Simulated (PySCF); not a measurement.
# Solvent effects on NMR parameters

Molfile (atoms numbered from 1):
```
C6H13BO2
     RDKit          3D

 22 21  0  0  0  0  0  0  0  0999 V2000
    2.9540    0.1142   -0.7352 C   0  0  0  0  0  0  0  0  0  0  0  0
    2.4780   -0.9903    0.1635 C   0  0  0  0  0  0  0  0  0  0  0  0
    1.3597   -0.9580    0.8979 C   0  0  0  0  0  0  0  0  0  0  0  0
    0.3824    0.1691    0.9500 C   0  0  0  0  0  0  0  0  0  0  0  0
   -0.9612   -0.0670    0.1413 B   0  0  0  0  0  0  0  0  0  0  0  0
   -1.1624   -1.2518   -0.4825 O   0  0  0  0  0  0  0  0  0  0  0  0
   -2.3235   -1.5551   -1.2108 C   0  0  0  0  0  0  0  0  0  0  0  0
   -1.9409    0.8813    0.0612 O   0  0  0  0  0  0  0  0  0  0  0  0
   -1.8352    2.1427    0.6556 C   0  0  0  0  0  0  0  0  0  0  0  0
    3.1291    1.0525   -0.1809 H   0  0  0  0  0  0  0  0  0  0  0  0
    2.2199    0.3440   -1.5261 H   0  0  0  0  0  0  0  0  0  0  0  0
    3.8972   -0.1494   -1.2332 H   0  0  0  0  0  0  0  0  0  0  0  0
    3.0918   -1.8961    0.2102 H   0  0  0  0  0  0  0  0  0  0  0  0
    1.1117   -1.8422    1.4954 H   0  0  0  0  0  0  0  0  0  0  0  0
    0.0894    0.3696    1.9992 H   0  0  0  0  0  0  0  0  0  0  0  0
    0.8378    1.1115    0.5984 H   0  0  0  0  0  0  0  0  0  0  0  0
   -2.0534   -1.7692   -2.2571 H   0  0  0  0  0  0  0  0  0  0  0  0
   -2.7916   -2.4588   -0.7892 H   0  0  0  0  0  0  0  0  0  0  0  0
   -3.0522   -0.7310   -1.1910 H   0  0  0  0  0  0  0  0  0  0  0  0
   -2.7592    2.7026    0.4497 H   0  0  0  0  0  0  0  0  0  0  0  0
   -1.7106    2.0771    1.7500 H   0  0  0  0  0  0  0  0  0  0  0  0
   -0.9871    2.7206    0.2498 H   0  0  0  0  0  0  0  0  0  0  0  0
  1  2  1  0
  2  3  2  0
  3  4  1  0
  4  5  1  0
  5  6  1  0
  6  7  1  0
  5  8  1  0
  8  9  1  0
  1 10  1  0
  1 11  1  0
  1 12  1  0
  2 13  1  0
  3 14  1  0
  4 15  1  0
  4 16  1  0
  7 17  1  0
  7 18  1  0
  7 19  1  0
  9 20  1  0
  9 21  1  0
  9 22  1  0
M  END
```

GIAO PBE0/pcSseg-1 in PySCF 2.14.0 with density-fitted response routines on one PBE0-D3(BJ)/def2-SVP conformer, non-relativistic, equivalent nuclei averaged. Solvents enter as an IEF-PCM continuum (dimethylsulfoxide with ε = 46.8) around the gas-phase geometry. Shifts are referred to TMS, BF3·OEt2 computed in the same medium.

Gas phase, δ in ppm: C3 138.8, C2 127.4, C7/C9 51.5, C4 16.2, C1 13.1, B5 28.9, H14 5.76, H13 5.52, H17/H18/H19/H20/H21/H22 3.60, H10/H11/H12 1.55, H15/H16 1.49. Dipole moment 1.86 D.

**Question.** How does each δ change in the continuum?

**Answer.** 
| atoms | environment | Δδ, dimethylsulfoxide |
| --- | --- | --- |
| C3 | alkene CH | +2.2 |
| C2 | alkene CH | +1.9 |
| C7/C9 | methyl carbon bonded to O | +1.0 |
| C4 | allylic sp3 CH2 bonded to B | +1.0 |
| C1 | allylic methyl carbon | +0.5 |
| B5 | boron bonded to C, 2 O | +0.9 |
| H14 | hydrogen on an alkene CH | +0.07 |
| H13 | hydrogen on an alkene CH | +0.08 |
| H17/H18/H19/H20/H21/H22 | hydrogen on a methyl carbon bonded to O | +0.10 |
| H10/H11/H12 | hydrogen on an allylic methyl carbon | +0.08 |
| H15/H16 | hydrogen on an allylic sp3 CH2 bonded to B | +0.24 |

Changes are relative to the gas phase. The dipole moment becomes 2.40 D in dimethylsulfoxide.

**Question.** Which nuclei move most (in ppm), and what does the model miss?

**Answer.** C3 (alkene CH, +2.2 ppm) in dimethylsulfoxide. A continuum only polarises the solute; specific hydrogen bonds, the anisotropy of aromatic solvents and changes of geometry or conformer are outside it.
